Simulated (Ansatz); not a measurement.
Start from `[SH][GaH][Cl]` and change one atom or group to get `[SH][Ga]([Cl])[Cl]`.

Ansatz, PBE0-D4/def2-TZVP geometries, multiplicity 1. Each molecule was computed in one conformer, which needn't be the lowest.

Scalar relativity is left out up to krypton.

```json
{"property": "HOMO–LUMO gap (PBE/def2-TZVPP) / eV", "`[SH][GaH][Cl]`": "4.63"}
{"property": "zero-point energy (PBE0-D4/def2-TZVP) / kJ/mol", "`[SH][GaH][Cl]`": "46.4"}
{"property": "HOMO energy (ωB97M-V/def2-TZVPP) / eV", "`[SH][GaH][Cl]`": "-10.21"}
{"property": "HOMO energy (PBE0/def2-TZVPP) / eV", "`[SH][GaH][Cl]`": "-8.04"}
{"property": "HOMO–LUMO gap (ωB97M-V/def2-TZVPP) / eV", "`[SH][GaH][Cl]`": "10.50"}
{"property": "size of the dipole moment (ωB97M-V/def2-TZVPP) / D", "`[SH][GaH][Cl]`": "2.33"}
```

Problem. What does the change do to each property? (An estimate is asked.)

Solution. The calculation gave: 
```
                                          property  `[SH][Ga]([Cl])[Cl]`  shift
               HOMO–LUMO gap (PBE/def2-TZVPP) / eV                  4.61  -0.02
    zero-point energy (PBE0-D4/def2-TZVP) / kJ/mol                  32.1  -14.3
             HOMO energy (ωB97M-V/def2-TZVPP) / eV                -10.53  -0.32
                HOMO energy (PBE0/def2-TZVPP) / eV                 -8.36  -0.32
           HOMO–LUMO gap (ωB97M-V/def2-TZVPP) / eV                 10.90   0.40
size of the dipole moment (ωB97M-V/def2-TZVPP) / D                  1.38  -0.95
```

With PBE0 the HOMO falls by 0.32 eV and the LUMO falls by 0.12 eV, so the gap widens by about 0.20 eV. PBE moves the HOMO by -0.28 eV and ωB97M-V by -0.32 eV. Dipoles are sizes alone; their direction can turn.
